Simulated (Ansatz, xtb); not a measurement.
**Relative energy of two isomers of C3H4BrGeNO**

We compare I, `[GeH3][c]1nc(Br)co1`, a singlet, with II, `[GeH3][c]1coc(Br)n1`, a singlet. Both are isolated molecules in the gas phase, relaxed with PBE-D3(BJ)/def2-SVP.

I (Å):

```xyz
11

C    -0.6855   -0.3597   -0.9608
C    -0.8088    1.1477    0.5402
C     0.3968    0.5099    0.7213
Br   -1.5055    2.5697    1.5454
Ge   -0.9822   -1.5846   -2.4597
N    -1.4793    0.5893   -0.5227
O     0.4826   -0.4584   -0.2385
H    -0.9685   -3.0381   -1.9281
H    -2.3508   -1.2246   -3.0703
H     0.1591   -1.4010   -3.4887
H     1.2297    0.6150    1.4213
```

II (Å):

```yaml
atoms:
  - { symbol: C, position_ang: [-0.5830, -0.2845, -0.8150] }
  - { symbol: C, position_ang: [0.0341, -0.2145, 0.4119] }
  - { symbol: C, position_ang: [-1.5779, 1.2102, 0.3365] }
  - { symbol: Br, position_ang: [-2.6758, 2.5536, 1.0123] }
  - { symbol: Ge, position_ang: [-0.1903, -1.4264, -2.3454] }
  - { symbol: N, position_ang: [-1.6259, 0.6517, -0.8355] }
  - { symbol: O, position_ang: [-0.5991, 0.7462, 1.1633] }
  - { symbol: H, position_ang: [1.0099, -2.3311, -1.9672] }
  - { symbol: H, position_ang: [-1.4274, -2.2956, -2.6747] }
  - { symbol: H, position_ang: [0.1708, -0.5494, -3.5680] }
  - { symbol: H, position_ang: [0.8727, -0.7306, 0.8893] }
```

Question: Estimate which is lower in electronic energy at CCSD(T)/def2-SVP + ΔMP2/def2-TZVPP, and by roughly how much.

Answer: CCSD(T)/def2-SVP + ΔMP2/def2-TZVPP gives E(II) − E(I) = +0.61 kcal/mol, slightly favouring structure I, which is too small a margin to settle the true order.

Level by level:

```tsv
level	geometry	E(II) − E(I) (kcal/mol)	departure from the last row (kcal/mol)	job, with rough time for the two
GFN2-xTB	GFN2-xTB	+2.63	+2.02	optimisation, 0.33 s
HF/STO-3G	GFN2-xTB	+1.99	+1.38	single point, 2.7 s
r2SCAN-D4/def2-SVP	GFN2-xTB	+1.71	+1.10	single point, 7.8 s
PBE-D3(BJ)/def2-SVP	PBE-D3(BJ)/def2-SVP	+1.05	+0.44	optimisation, 2.3 min
HF/def2-SVP	PBE-D3(BJ)/def2-SVP	+0.59	−0.02	part of the CCSD(T) run
MP2/def2-SVP	PBE-D3(BJ)/def2-SVP	+0.64	+0.04	part of the CCSD(T) run
CCSD(T)/def2-SVP	PBE-D3(BJ)/def2-SVP	+0.67	+0.06	single point
CCSD(T)/def2-SVP + ΔMP2/def2-TZVPP	PBE-D3(BJ)/def2-SVP	+0.61		single point, 3.8 min
```

As drawn, both hold the same kinds of bond in the same numbers.

The largest departure from CCSD(T)/def2-SVP + ΔMP2/def2-TZVPP is that of GFN2-xTB, 2.02 kcal/mol. The last row adds to CCSD(T) the change of the MP2 difference between the two basis sets, here −0.06 kcal/mol.

With thermal terms from frequencies at re-optimised GFN2-xTB minima (ideal gas, soft modes damped towards free rotors, one conformer each, 298.15 K, 1 atm): on the last row, ΔE + ΔZPE = +0.59, ΔH = +0.56, ΔG = +0.64 kcal/mol.

The correlated steps freeze 23 core orbitals; the filled d shell of Br and Ge is correlated, in a basis made for valence electrons. Run with Ansatz 0.2.0, xtb 6.7.1; the last row on 2 threads of Intel(R) Xeon(R) Processor @ 2.70GHz on a shared host.
